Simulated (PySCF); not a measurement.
Computed shifts of a molecule C₂H₇NOSi₂, PBE0/pcSseg-1 run with PySCF, GIAO, gas phase, atoms alike by connectivity averaged where their shifts nearly agree, in ppm (number of nuclei): ¹⁵N: 30.7 (1). ²⁹Si: 0.3 (1), -29.3 (1). ¹³C: 187.4 (1), 173.4 (1). ¹H: 8.22 (1), 7.93 (1), 5.02 (2), 1.52 (1), 1.35 (1), 1.01 (1). References: ¹⁵N against NH3 (σ = 267.4 ppm); ²⁹Si against TMS (σ = 352.7 ppm); ¹⁷O against H2O (σ = 334.2 ppm); ¹³C against TMS (σ = 186.3 ppm); ¹H against TMS (σ = 31.56 ppm), references at their B3LYP-D3(BJ)/def2-TZVP geometries, non-relativistic. Coordinates come from a B3LYP-D3(BJ)/def2-SVP optimisation. The values are those of a single conformer.

**Question.** Which structure fits?
(A) N[Si@@H]1C=CO[SiH2]1
(B) N#CC[SiH2]O[SiH3]
(C) N[Si@]1(O)C=C[SiH2]1
(D) C=C1O[SiH2]N1[SiH3]

**Answer.** C, N[Si@]1(O)C=C[SiH2]1
